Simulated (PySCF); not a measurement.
C7H7NO.
SMILES with atom numbers: `[CH3:1][C:2](=[O:3])[c:4]1[cH:5][cH:6][cH:7][n:8][cH:9]1`

NICS = −σ at a ghost point: NICS(0) at the centroid of the ring atoms, NICS(1) 1 Å to either side along the normal of their mean plane, zz for the tensor component along that normal. Level: GIAO PBE0/pcSseg-1 (PySCF, non-relativistic, gas phase) on the GFN2-xTB geometry, one conformer.

Ring bond lengths (Å), with Mayer bond orders in brackets: C4–C5 1.397 (1.39), C5–C6 1.382 (1.44), C6–C7 1.388 (1.38), C7–N8 1.322 (1.47), N8–C9 1.319 (1.48), C9–C4 1.396 (1.33).

**Question.** Give the NICS values of each ring in ppm.

**Answer.** 
| ring | type | NICS(0) | NICS(1), two faces | NICS(1)zz, two faces | rms pucker (Å) | centre to ring atoms, mean (Å) |
| --- | --- | --- | --- | --- | --- | --- |
| C4–C5–C6–C7–N8–C9 | 6-membered ring with N; formal bonds all aromatic | -7.3 | -11.2 / -11.2 | -27.7 / -27.6 | 0.00 | 1.37 |

**Question.** What do they say, and how far can they be read as aromaticity?

**Answer.** 
- C4–C5–C6–C7–N8–C9: mean NICS(1)zz -27.7 ppm, shielded. The ring is flat and has no four-coordinate atom; by the NICS criterion it is aromatic.

**Question.** And the bond-length index? HOMA = 1 − mean of α(R − Ropt)² over the ring bonds, with Krygowski's 1993 parameters (CC: Ropt 1.388 Å, α 257.7 Å⁻²; CN: Ropt 1.334 Å, α 93.52 Å⁻²).

**Answer.** 
- C4–C5–C6–C7–N8–C9: HOMA 0.99; the largest term is that of C4–C5, α(R − Ropt)² = 0.02. The geometric and the magnetic index point the same way.

**Question.** At the first NICS(1) probe listed for ring C4–C5–C6–C7–N8–C9, 1 Å off the ring, how large is the induced field along the normal in 11.7 T applied along it?

**Answer.** NICSzz × B0 = -27.7 ppm × 11.7 T = -324 μT, against the applied field.

**Question.** How shielded are the nuclei of the rings and their hydrogens (means over atoms taken as equivalent)?

**Answer.** 
| atoms | environment | σ isotropic (ppm) |
| --- | --- | --- |
| C4 | substituted aromatic carbon | 52.1 |
| C5 | aromatic CH carbon | 44.0 |
| C6 | aromatic CH carbon | 58.2 |
| C7 | aromatic CH next to a ring nitrogen | 27.4 |
| N8 | pyridine-type nitrogen | -90.8 |
| C9 | aromatic CH next to a ring nitrogen | 30.7 |
| H on C5 | aromatic hydrogen | 22.89 |
| H on C6 | aromatic hydrogen | 24.09 |
| H on C7 | aromatic hydrogen | 22.62 |
| H on C9 | aromatic hydrogen | 22.30 |

Hardware: one thread, x86-64 server (shared host). Cost: 23 s of wall time. This is the whole shielding run at PBE0/pcSseg-1, SCF included.

The values belong to the conformer `[CH3:1][C:2](=[O:3])[c:4]1[cH:5][cH:6][cH:7][n:8][cH:9]1`: C1–C2–C4–C5 180°.
